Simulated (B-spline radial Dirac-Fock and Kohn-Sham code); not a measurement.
# Ge⁶⁺: eigenvalues, ΔSCF and the reference

System: Ge⁶⁺, configuration [Ar] 3d8.

The density-functional columns are spherical, spin-unpolarised Dirac-Kohn-Sham results without Breit or QED terms: −ε is minus the orbital energy of the initial state and ΔSCF the difference of two total energies. The reference in the last column comes from Dirac-Fock energy differences between relaxed states, corrected for Breit and QED terms. All numbers are from an atomic code on a B-spline grid, in eV; a selection of levels is shown. The Kohn-Sham columns are given as differences from the reference. For the 1s level of heavy atoms much of the gap between ΔSCF and the reference is the Breit and QED part, -22.4 eV here; for other levels the error of the functional can be larger.

| level | PBE −ε − DF | PBE ΔSCF − DF | LDA −ε − DF | LDA ΔSCF − DF | Dirac-Fock |
| --- | --- | --- | --- | --- | --- |
| 1s | -162.4 | +41.0 | -182.3 | +20.5 | 11231.7 |
| 2s | -62.9 | -26.1 | -65.2 | -28.2 | 1546.4 |
| 2p1/2 | -45.9 | -1.6 | -46.5 | -2.2 | 1377.7 |
| 2p3/2 | -46.5 | -3.2 | -47.1 | -3.8 | 1346.5 |
| 3s | -28.8 | -13.1 | -29.5 | -13.8 | 303.0 |
| 3p1/2 | -21.7 | -6.1 | -21.9 | -6.3 | 245.5 |
| 3p3/2 | -21.7 | -6.2 | -21.9 | -6.4 | 240.9 |
| 3d | -13.1 | +2.0 | -12.8 | +2.3 | 146.0 |

Values without a named source are computed, but for edge energies of neutral atoms, which are taken from tables.
